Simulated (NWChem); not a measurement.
# GeHSI, singlet; SMILES [SH][Ge][I]

```xyz
4

Ge     0.8156    -1.0597    -0.0190
I     -0.1455     1.3179     0.0176
S     -1.1497    -2.1282    -0.0285
H     -0.5730    -3.3541    -0.0476
```
Atoms are numbered in this order, from 1.

Computed with NWChem. Low-valent species are run as closed-shell singlets; no triplet was tried in these runs. All runs use the structure optimised with PBE0/def2-SVP. def2 effective core potentials on I; no spin-orbit coupling. Level: PBE0/def2-SVPD; the question gives the wavelength of the field.

Task: Predict the results for field 1065 nm. Quantities: isotropic polarisability (bohr³); anisotropy (bohr³).

Result: 
- isotropic polarisability (bohr³) = 97.1
- anisotropy (bohr³) = 54.7
